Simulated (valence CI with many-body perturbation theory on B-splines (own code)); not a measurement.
Which ion has this spectrum?

A relativistic CI+MBPT calculation for an atom or ion with 41 electrons gives these levels (cm⁻¹):

| J | Parity | E | g |
| --- | --- | --- | --- |
| 1/2 | even | 0.0 | 3.33 |
| 3/2 | even | 153 | 1.87 |
| 5/2 | even | 391 | 1.66 |
| 7/2 | even | 688 | 1.59 |
| 3/2 | even | 849 | 0.40 |
| 9/2 | even | 1037 | 1.55 |
| 5/2 | even | 1301 | 1.03 |
| 7/2 | even | 1858 | 1.24 |
| 9/2 | even | 2496 | 1.33 |
| 1/2 | even | 5067 | 2.65 |
| 3/2 | even | 5372 | 1.72 |
| 5/2 | even | 6038 | 1.60 |
| 1/2 | even | 8387 | 0.04 |
| 3/2 | even | 8653 | 1.20 |

The energies are calculated, with errors of about 120 cm⁻¹, more in some levels.

(1) Which is it?
A. Nb
B. Tc2+
C. Mo+
D. Ru3+

## Answers

(1) A. Nb, ground level 4d4 5s 6D_1/2.
